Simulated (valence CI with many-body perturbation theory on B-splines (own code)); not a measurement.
# Questions on Cs XL

Computed by valence CI with perturbative core correlation (CI+MBPT): six valence electrons over a frozen Dirac-Fock core [Ne], radial functions for each j: 9 s, 9 p, 8 d, 6 f, 3 g, 1 h, with the one-electron correlation potential Σ1 (screened to all orders), the two-electron term Σ2, the three-electron term Σ3, Breit, model QED; selected single and double excitations, second order for the rest, scaled by the run's own slope (own B-spline code, finite nucleus).

The last digits are not significant, and no measured levels were compared; by estimate large intervals hold to a few tenths of a per cent, small ones and those within an open d or f shell to about a per cent. Among the levels kept, up to 1100 cm⁻¹ of a level comes from second order outside the variational space, and about a tenth of that is noise between levels of different J, which matters for small intervals.

Levels are named by their leading jj configuration (3d3/2^4 stands for four electrons in 3d with j = 3/2), which in mixed levels can hold well under half, so a name can repeat and another be missing.

Rates and lifetimes use the calculated energies. Strong lines usually hold to 10 to 20 %, long lifetimes can be off by a factor of two.

(1) What is the ground level?

(2) Name the longest-lived excited levels whose lifetime is computed, and their main decay.

(3) What is the ionisation energy?

(4) Where does the other parity begin?

(5) Among levels below 2446500 cm⁻¹, which E1 lines absorb most strongly from the ground level?

Answers

(1) (3s^2 3p1/2^2 3p3/2^2) J=2, composition 71 % 3s²3p⁴ ³P + 28 % 3s²3p⁴ ¹D, g = 1.353.

(2) (3s^2 3p1/2^2 3p3/2^2) J=0 at 105220 cm⁻¹ lives 147 ms, mostly by E2 to (3s^2 3p1/2^2 3p3/2^2) J=2; (3s^2 3p1/2^2 3p3/2 3d5/2) J=4 at 1462600 cm⁻¹ lives 26.7 μs, mostly by M1 to (3s^2 3p1/2^2 3p3/2 3d3/2) J=3; (3s^2 3p1/2 3p3/2^2 3d3/2) J=4 at 2002200 cm⁻¹ lives 1.16 μs, mostly by M1 to (3s^2 3p1/2^2 3p3/2 3d3/2) J=3.

(3) 2860.8 eV; NIST lists 2859 ± 4 eV (theoretical).

(4) At (3s^2 3p1/2^2 3p3/2 3d3/2) J=2, 1281000 cm⁻¹.

(5) to (3s^2 3p1/2 3p3/2^2 3d3/2) J=3 at 4.611 nm, f = 0.277; to (3s^2 3p1/2 3p3/2^2 3d3/2) J=2 at 4.584 nm, f = 0.227; to (3s^2 3p1/2 3p3/2^2 3d3/2) J=1 at 4.563 nm, f = 0.136.
